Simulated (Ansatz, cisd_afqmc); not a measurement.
Species: Si, charge 0, triplet.

Total energies in cc-pV(D+d)Z, 4 correlated electrons, 5 frozen orbitals. Open shells are spin-unrestricted; no spin-orbit coupling. Correlated methods leave the cores frozen. No relativity. AFQMC/CISD: phaseless, guided by CISD from CCSD amplitudes; bars are statistical, one sigma. Outlying blocks are dropped, and bars are widened where a walk drifts. Over all cases where full CI ran beside it in this data, AFQMC minus full CI had a median of +0.1 mEh and passed +0.4 mEh in a tenth of the cases. Full CI freezes restricted core orbitals and the other rows unrestricted ones, which leaves a small offset even where coupled cluster is exact.

| method | program | energy (Eh) | error against FCI (mEh) |
|---|---|---|---|
| HF | Ansatz | -288.85023 | 66.68 |
| MP2 | Ansatz | -288.89571 | 21.20 |
| CCSD | Ansatz | -288.91535 | 1.56 |
| CCSD(T) | Ansatz | -288.91643 | 0.48 |
| CCSDT(Q) | Ansatz | -288.91690 | 0.01 |
| CCSDTQ | Ansatz | -288.91692 | -0.01 |
| AFQMC/CISD | cisd_afqmc | -288.9168 ± 0.0001 | 0.2 ± 0.1 |
| FCI | Ansatz | -288.91691 | 0.00 |

Ansatz is a quantum-chemistry and plane-wave program.
